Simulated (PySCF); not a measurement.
Polarisability and C₆ of Cl (chlorine, neutral)

[Ne] 3s2 3p5, 2P determinant. Computed with PySCF 2.14 in aug-cc-pV(5+d)Z, with no relativity, point nucleus. Coupled (time-dependent) response in atomic units; α is the mean over directions.

```tsv
method	mean α (bohr³)	α xx, yy, zz	C₆ (like pair)	S(−4)
MN15	14.85	13.85, 15.35, 15.35	91.68	58.92
```

S(−4) is the Cauchy moment in α(ω) = α(0) + S(−4) ω² + …

Reference α: 14.6 ± 0.1 bohr³ (recommended; Schwerdtfeger and Nagle, table of static dipole polarizabilities (2023 update)). Published C₆: 94.60 (Chu and Dalgarno (2004); Tang, Norbeck and Certain (1976)).

α(iu) at MN15:

```
u (hartree)  α(iu) (bohr³)
          0          14.85
     0.0500          14.71
      0.100          14.29
      0.200          12.89
      0.300          11.18
      0.500          8.051
      0.750          5.378
       1.00          3.745
       1.50          2.064
       2.00          1.298
       3.00         0.6588
       5.00         0.2808
```

The components differ because the open shell of this determinant is not spherical; for a pure term their mean is the scalar polarisability.
